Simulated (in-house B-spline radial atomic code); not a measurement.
A run on an ion of nuclear charge 44 with 44.4 electrons that did not converge. Method: scalar-relativistic (X2C) Hartree-Fock with fractional occupations, spin-polarised, spherical fractional occupations, Fermi nucleus of rms radius 4.4809 fm; computed with a B-spline radial code for spherical atoms.

Command:
```bash
python run_scf.py task.json out
```
Settings (nuclear radius in fm, mass in u):
```
Z                44
configuration    [Kr] 4d7 5s1.4
hamiltonian      x2c
method           hf,
spin_polarised   True
nucleus          fermi
rms_radius       4.4809
atomic_mass      101.90434
speed_of_light   137.035999084
```

First and last ten iterations of the last attempt (damped for 15 steps, keeping 80 % of the old Fock matrix, then DIIS):
```
 iter        energy (Eh)    residual
    1       -4520.961744    4.87e-01
    2       -4523.980910    2.77e-01
    3       -4525.691017    1.90e-01
    4       -4526.640124    1.25e-01
    5       -4527.158918    8.68e-02
    6       -4527.436837    6.11e-02
    7       -4527.582610    4.39e-02
    8       -4527.657888    3.36e-02
    9       -4527.696680    2.53e-02
   10       -4527.717047    1.88e-02
  111       -4527.731381    1.07e-02
  112       -4527.730313    1.12e-02
  113       -4527.203785    5.14e-02
  114       -4527.201274    5.16e-02
  115       -4527.200037    5.16e-02
  116       -4527.198698    5.18e-02
  117       -4527.201444    5.14e-02
  118       -4527.212308    5.10e-02
  119       -4527.201639    5.15e-02
  120       -4527.200998    5.16e-02
 not converged after 120 iterations
```

The smallest residual met was 5.4e-03; the threshold is about 4e-07. No energy from this run should be used. Time taken, with all properties: 4.6 s on 1 thread of Arm Neoverse V2 (shared host).
